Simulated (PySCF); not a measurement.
**Stationary points of TaO2I**

Method: PBE/[Ta def2-SVP with ECP60, O def2-SVP, I def2-SVP with ECP28], scalar-relativistic core potentials, density fitting, no spin–orbit coupling, PySCF.

Relaxations began from a few typed shapes. The search is not exhaustive: other isomers or separated fragments can lie lower, and high-lying points may rest on an excited occupation.

```tsv
spin	group	bonds	angles	imaginary modes (cm⁻¹)	ΔE (kJ/mol)	ΔE with ZPE (kJ/mol)
singlet	Cs	Ta–I 2.690 Å, Ta–O 1.744 Å (×2)	I–Ta–O 106.9° (×2), O–Ta–O 104.6°	none	0.0	0.0
singlet	C2v	Ta–I 2.741 Å, Ta–O 1.747 Å (×2)	I–Ta–O 125.5° (×2), O–Ta–O 108.9°	114i	38.4	–
```

The lowest minimum found is the singlet Cs: Ta–I 2.690 Å, Ta–O 1.744 Å (×2); I–Ta–O 106.9° (×2), O–Ta–O 104.6°.

Formally Ta is in oxidation state +5, d0. The polar-tensor charge on Ta, 1.58, is far below the formal one.

For the lowest minimum: with an element this heavy the missing spin–orbit coupling can shift these numbers.
